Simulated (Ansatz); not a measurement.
Harmonic frequencies (cm⁻¹) at PBE0-D4/def2-TZVP from Ansatz: 98, 322, 398, 427, 462, 509, 640, 814, 885, 1003, 1057, 1203, 1445, 1925, 2021, 3143, 3152, 3231.

**Question.** Which molecule is it?
A. `OB(Cl)C=S`
B. `C=C(Cl)[TeH]`
C. `O[SiH]1[NH][SbH]1`
D. `C=C=[CH][ZnH]`

**Answer.** D.
